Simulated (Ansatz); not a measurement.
Consider the formal hydrolysis of the Si–C bond: `C#C[SiH2][AlH2]` + H₂O → `O[SiH2][AlH2]` + `C#C`.

Computed with Ansatz on PBE0-D4/def2-TZVP structures; ΔE is electronic, products minus reactants. CBS: MP2 limit from def2 TZ/QZ plus the TZ coupled-cluster correction, frozen cores. This one scheme is used for every species. Functionals use def2-TZVPP. HSE06 is defined as in plane-wave codes. Each species was taken in one conformer, which may not be the lowest.

```csv
level,ΔE (kJ/mol)
B97M-V,-36.7
HSE06-D4,-28.7
PBE-QIDH,-33.3
CAM-B3LYP,-46.6
```

Task: What does CCSD(T)/CBS give? (Estimate.)

Result: Computed: -34.6 kJ/mol. The listed levels differ from it by -2.1, 5.9, 1.3, -12.0 kJ/mol.

Largest T1 diagnostic among the species: 0.013.

In def2-TZVPP, CCSD(T) changes the Hartree–Fock value by +16.4 kJ/mol (the triples alone add +3.5 kJ/mol) and MP2 by +19.1 kJ/mol. At CCSD(T), def2-SVP lies +4.3 kJ/mol from the extrapolated value and def2-TZVPP −1.0 kJ/mol.
